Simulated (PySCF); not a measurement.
Ge(Cl)(OH)2(OMe) (CH5ClGeO3), SMILES [OH][Ge]([O]C)([Cl])[OH].

The structure is a stationary point at PBE-D3(BJ)/def2-SVP. Other conformers were not sampled.

Two levels are set side by side: PBE/def2-TZVP (PySCF) and r2SCAN/def2-TZVP (PySCF). Same geometry, gas phase. Differences are taken from unrounded values.

```json
[
 {"quantity": "orbital gap (eV)", "r2SCAN": "5.73", "PBE": "5.00", "PBE minus r2SCAN": "-0.72"},
 {"quantity": "highest occupied level (eV)", "r2SCAN": "-7.27", "PBE": "-6.90", "PBE minus r2SCAN": "0.37"},
 {"quantity": "lowest empty level (eV)", "r2SCAN": "-1.54", "PBE": "-1.89", "PBE minus r2SCAN": "-0.35"},
 {"quantity": "dipole moment (D)", "r2SCAN": "2.13", "PBE": "2.06", "PBE minus r2SCAN": "-0.06"},
 {"quantity": "mean polarisability (bohr³)", "r2SCAN": "62.7", "PBE": "64.9", "PBE minus r2SCAN": "2.2"}
]
```

Rough cost on one machine, each run with all the roots and properties that it gave: r2SCAN against PBE about 4 times.
